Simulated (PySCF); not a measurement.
## Sm(III) with more and more OH

Computed with PySCF 2.14.0, PBE0, def2-SVP on the ligands, density fitting, scalar-relativistic core potentials, no spin-orbit coupling, vacuum. The metal has lcecp-1-SVP with ECP51. Each complex is relaxed within the symmetry of its template. Distances are means of the shortest metal–ligand contacts, charges and spins Mulliken's; removal energies are rigid, with the ligand's formal charge and no counterpoise, so too large; for an anion taken off a cation in vacuum most of it is the attraction of opposite charges, and multiply charged cations can part far more cheaply with an electron moved from ligand to metal. lcecp potentials hold a fixed number of 4f electrons in the core, out of states, spins and gaps.

**Question.** Order these by the metal–ligand distance, lowest first.
A. [Sm(OH)4]−
B. [Sm(OH)2]+
C. Sm(OH)3

**Answer.** B (1.997), C (2.096), A (2.162).

**Question.** What else do they give?

**Answer.** 
```tsv
complex	point group	M–OH (Å)	charge on M (e)	dipole (D)	removal of one OH (eV)	strongest infrared band, degenerate modes summed (cm⁻¹)	unstable modes (below −25 cm⁻¹)
[Sm(OH)2]+	C2v	1.997	1.41	–	17.38	565	0
Sm(OH)3	C3v	2.096	1.10	0.55	10.97	372	0
[Sm(OH)4]−	S4, nearly Td	2.162	0.83	–	5.53	239	0
```

The more ligands, the longer each bond and the weaker the last ligand is held.

One start shape was tried for each, so a minimum needn't be the lowest isomer.
